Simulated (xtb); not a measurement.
xtb input (GFN2-xTB):

```bash
xtb mol.xyz --gfn 2 --sp --chrg 1 --uhf 0
```
mol.xyz:
```
3

Y      0.43108502     0.38027413     0.42859133
Br    -0.41451380     1.62204549    -1.69060094
Br    -0.06583808    -2.04577952     1.21302774
```

End of the output:

```
         :::::::::::::::::::::::::::::::::::::::::::::::::::::
         ::                     SUMMARY                     ::
         :::::::::::::::::::::::::::::::::::::::::::::::::::::
         :: total energy              -9.012614647832 Eh    ::
         :: gradient norm              0.019626307264 Eh/a0 ::
         :: HOMO-LUMO gap              0.595669539938 eV    ::
         ::.................................................::
         :: SCC energy                -9.019631279648 Eh    ::
         :: -> isotropic ES            0.114363046485 Eh    ::
         :: -> anisotropic ES          0.007817934144 Eh    ::
         :: -> anisotropic XC         -0.006262823087 Eh    ::
         :: -> dispersion             -0.002625089307 Eh    ::
         :: repulsion energy           0.007016631815 Eh    ::
         :: add. restraining           0.000000000000 Eh    ::
         :: total charge               0.999999999998 e     ::
         :::::::::::::::::::::::::::::::::::::::::::::::::::::

           -------------------------------------------------
          |                Property Printout                |
           -------------------------------------------------

    * Orbital Energies and Occupations

         #    Occupation            Energy/Eh            Energy/eV
      -------------------------------------------------------------
         1        2.0000           -1.0821409             -29.4466
         2        2.0000           -1.0787472             -29.3542
         3        2.0000           -0.8185829             -22.2748
         4        2.0000           -0.6656732             -18.1139
         5        2.0000           -0.6602458             -17.9662
         6        2.0000           -0.6552276             -17.8297
         7        2.0000           -0.6423616             -17.4795
         8        2.0000           -0.6420487             -17.4710 (HOMO)
         9        0.0000           -0.6201583             -16.8754 (LUMO)
        10        0.0000           -0.6191187             -16.8471
        11        0.0000           -0.6182352             -16.8230
        12        0.0000           -0.6174915             -16.8028
        13        0.0000           -0.6153184             -16.7437
        14                         -0.5191167             -14.1259
        15                         -0.2703194              -7.3558
        16                         -0.1953760              -5.3165
        17                         -0.1950286              -5.3070
        18                         -0.1849862              -5.0337
        19                         -0.1826079              -4.9690
       ...                                ...                  ...
        27                          1.1544415              31.4140
      -------------------------------------------------------------
                  HL-Gap            0.0218905 Eh            0.5957 eV
             Fermi-level           -0.6310491 Eh          -17.1717 eV

     #   Z          covCN         q      C6AA      α(0)
     1  39 Y        1.488     0.668  1013.522   113.616
     2  35 Br       0.744     0.166   179.839    21.620
     3  35 Br       0.744     0.166   179.839    21.620

 Mol. C6AA /au·bohr⁶  :       3212.132138
 Mol. C8AA /au·bohr⁸  :     401143.502443
 Mol. α(0) /au        :        156.855333

Wiberg/Mayer (AO) data.
largest (>0.10) Wiberg bond orders for each atom

 ---------------------------------------------------------------------------
     #   Z sym  total        # sym  WBO       # sym  WBO       # sym  WBO
 ---------------------------------------------------------------------------
     1  39 Y    2.435 --     3 Br   1.218     2 Br   1.218
     2  35 Br   1.657 --     1 Y    1.218     3 Br   0.440
     3  35 Br   1.657 --     1 Y    1.218     2 Br   0.440
 ---------------------------------------------------------------------------

Topologies differ in total number of bonds
Writing topology from bond orders to xtbtopo.mol

molecular dipole:
                 x           y           z       tot (Debye)
 q only:        0.393       0.347       0.391
   full:        1.195       1.054       1.188       5.052
molecular quadrupole (traceless):
                xx          xy          yy          xz          yz          zz
 q only:       -3.148       0.108       2.610       1.213      -4.062       0.538
  q+dip:        2.310       1.285      -2.038       0.689       4.179      -0.272
   full:        4.613       1.118      -3.939      -0.299       7.074      -0.674

           -------------------------------------------------
          | TOTAL ENERGY               -9.012614647832 Eh   |
Note: The following floating-point exceptions are signalling: IEEE_DENORMAL
normal termination of xtb
          | GRADIENT NORM               0.019626307264 Eh/α |
          | HOMO-LUMO GAP               0.595669539938 eV   |
           -------------------------------------------------

------------------------------------------------------------------------
------------------------------------------------------------------------
 total:
 SCF:
```

This state (charge 1, singlet) is run at the relaxed geometry of the species with charge 0 and multiplicity 2.
